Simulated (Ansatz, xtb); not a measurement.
Pulling on the Se1–Cl3 bond in ClHSe (SMILES Cl[SeH]) (multiplicity 1 held, fragments rigid). Energies count from the point at 2.190 Å.
Geometry at that point (charge 0, multiplicity 1):
```
atom    x (Å)    y (Å)    z (Å)
----  -------  -------  -------
Se     0.5185  -0.1574   0.4654
H      1.5059  -0.3583  -0.6118
Cl    -1.1255   0.3358  -0.8948
```

Restricted levels (R-, RO-) in cc, def2 and unpolarised 6-31G sets keep to the state of the molecule at rest. Unrestricted levels (U-) break spin symmetry where that is lower. Left out are points that failed, MP2 points in a non-variational dive below the minimum, coupled-cluster points behind a sign of a changed root (a jump of the amplitudes, or a one-step jump against full CI or MRCI), small-basis points behind a change of solution, and semi-empirical points at long bonds. Levels need not reach the same state.

Cores are frozen in the correlated methods. Filled d and f shells under p-block atoms count as core.

The values were computed with Ansatz (a quantum-chemistry and plane-wave program) with Gaussian orbitals; xtb for the GFN methods.  The GFN methods have no spin term and hold the electronic entropy of 300 K.

Energies in kcal/mol.

```
R (Å)  GFN2-xTB  U-HF/def2-SVP  R-MP2/def2-SVP  R-SCS-MP2/def2-SVP  R-CCSDT(Q)/def2-SVP
-----  --------  -------------  --------------  ------------------  -------------------
1.752      42.3           74.6            74.2                75.8                 77.1
1.971       5.2           12.6            12.8                13.6                 14.4
2.190       0.0            0.0             0.0                 0.0                  0.0
2.409       8.0            7.3             6.5                 5.7                  4.4
2.628      20.9           17.1            19.7                18.2                 14.9
2.957      40.3           22.4            41.1                38.4                 30.5
3.285      54.8           24.2            58.5                54.7                 40.9
3.833      65.1           24.6            74.3                68.0                 47.4
4.380      67.3           24.8            75.2                65.7                 48.5
5.037      67.9           25.1            65.1                51.2                 48.7
5.913      68.3           25.3            44.7                25.3                 48.8
7.008      68.5           25.3            16.9            left out                 48.9
```

Doubts at one or more of the structures used: a spin-contaminated determinant (U-HF/def2-SVP); a restricted determinant that unrestricted orbitals would lower (R-MP2/def2-SVP, R-SCS-MP2/def2-SVP, R-CCSDT(Q)/def2-SVP); other coupled-cluster roots lie near (R-CCSDT(Q)/def2-SVP); T1 above 0.05 (R-CCSDT(Q)/def2-SVP).
